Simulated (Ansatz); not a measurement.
`C[SiH](O)CS` and `O[SiH](F)CS` differ in one atom or group.

Ansatz, PBE0-D4/def2-TZVP geometries, multiplicity 1. Each molecule was computed in one conformer, which needn't be the lowest.

| property | `C[SiH](O)CS` |
| --- | --- |
| LUMO energy (B3LYP/def2-TZVPP) / eV | -0.03 |
| HOMO energy (PBE/def2-TZVPP) / eV | -5.75 |
| HOMO–LUMO gap (PBE/def2-TZVPP) / eV | 5.05 |
| LUMO energy (PBE0/def2-TZVPP) / eV | 0.24 |
| HOMO–LUMO gap (PBE0/def2-TZVPP) / eV | 7.21 |
| HOMO energy (ωB97M-V/def2-TZVPP) / eV | -9.18 |

(1) What does the change do to each property? (An estimate is asked.)

Results:

(1) Computed: 
```json
{"property": "LUMO energy (B3LYP/def2-TZVPP) / eV", "`O[SiH](F)CS`": "-0.19", "shift": "-0.16"}
{"property": "HOMO energy (PBE/def2-TZVPP) / eV", "`O[SiH](F)CS`": "-5.88", "shift": "-0.13"}
{"property": "HOMO–LUMO gap (PBE/def2-TZVPP) / eV", "`O[SiH](F)CS`": "5.02", "shift": "-0.03"}
{"property": "LUMO energy (PBE0/def2-TZVPP) / eV", "`O[SiH](F)CS`": "0.09", "shift": "-0.15"}
{"property": "HOMO–LUMO gap (PBE0/def2-TZVPP) / eV", "`O[SiH](F)CS`": "7.21", "shift": "0.00"}
{"property": "HOMO energy (ωB97M-V/def2-TZVPP) / eV", "`O[SiH](F)CS`": "-9.32", "shift": "-0.14"}
```

B3LYP here is the variant with VWN-RPA as its local correlation; programs differ in this.
